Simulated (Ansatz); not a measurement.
Ansatz (a program for electronic structure) input:

Ansatz 0.2 input:
```yaml
crystal:
  periodic: [false, false, false]
  atoms:
    - {symbol: Fe, position_ang: [0.23569583, 0.07624769, -0.34159380]}
    - {symbol: O, position_ang: [-0.82647987, -0.26824326, 1.05437544]}
    - {symbol: H, position_ang: [1.26090699, 0.40951897, -1.56318198]}
    - {symbol: H, position_ang: [-0.77715951, -0.24601291, 2.00961724]}
basis:
  gaussian:
    orbitals: def2-TZVP
hamiltonian:
  xc: b3lyp
  dispersion: d3bj
magnetization: {spin_polarized: true, initial_magnetization: 4}
phonons: {temperatures: {t_min: 298.15, t_max: 298.15, t_step: 100}}
```

Task: Which total energy does the run end on?

Result: -1340.21405 Eh (B3LYP-D3(BJ)/def2-TZVP). The basis has 88 functions.

The spin state was set by rule; other spins were not relaxed.
